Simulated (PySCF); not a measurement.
These are PySCF 2.14.0 with PBE-D3(BJ)/def2-TZVP // r2SCAN-D4/def2-TZVP values and carry that method's errors. Isolated molecules, 0 K electronic values unless said otherwise. One relaxed conformer stands for a flexible species; it need not be the lowest. 

Reference species (SMILES): `[NH2][InH2]` (neutral, multiplicity 1).

| Quantity | Value |
|---|---|
| HOMO–LUMO gap | 3.86 eV |
| HOMO | -5.63 eV |
| LUMO | -1.77 eV |

After one change: the HOMO–LUMO gap rises by 0.49 eV; the HOMO falls by 1.37 eV; the LUMO drops by 0.87 eV.

Q: Which change was made? The new species is one of these.
A. `[NH2][InH][NH2]`
B. `[InH3]`
C. `[NH2][In]([NH2])[NH2]`

A: B, `[InH3]`
